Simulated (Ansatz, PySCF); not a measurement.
C4H5BO, SMILES C1B(C#C)CO1. Atoms are numbered in the order given.

```xyz
11

C      0.0000     0.0000     2.8969
C      0.0000     0.0000     1.6726
B      0.0000     0.0000     0.1682
C      0.0000     1.0619    -1.0015
O      0.0000     0.0000    -1.9836
C      0.0000    -1.0619    -1.0015
H      0.0000     0.0000     3.9728
H     -0.8919     1.7155    -1.0860
H      0.8919     1.7155    -1.0860
H      0.8919    -1.7155    -1.0860
H     -0.8919    -1.7155    -1.0860
```
Charge 0, spin multiplicity 1.

Coordinates come from a r2SCAN-D4/def2-SVP optimisation. This is a generated structure with no PubChem entry under its InChIKey; it may be hypothetical.

Vertical ionisation energy (IE) and electron affinity (EA) in eV. Rows of orbital energies are one-electron estimates. Where ΔSCF, EOM or ADC give a negative EA the extra electron is unbound and the value depends on the basis.

```json
[
 {"level": "−ε(HOMO), −ε(LUMO), HF/def2-TZVP (PySCF)", "IE": "10.72", "EA": "-1.56"},
 {"level": "−ε(HOMO), −ε(LUMO), PBE/def2-TZVP (PySCF)", "IE": "5.77", "EA": "3.02"},
 {"level": "ΔSCF, PBE0/def2-TZVPD (Ansatz), final states of multiplicity 2 and 2", "IE": "9.52", "EA": "0.37"},
 {"level": "ΔSCF, PBE/def2-TZVPD (Ansatz), final states of multiplicity 2 and 2", "IE": "9.15", "EA": "0.39"}
]
```

**Question.** What vertical singlet–triplet gap does ΔSCF give with PBE0/def2-TZVPD (Ansatz, a quantum-chemistry and plane-wave program) and with PBE/def2-TZVPD (Ansatz)? (An estimate is asked for; the answer gives what the named calculation found.)

**Answer.** 3.62 and 3.29 eV (triplet above singlet where positive).
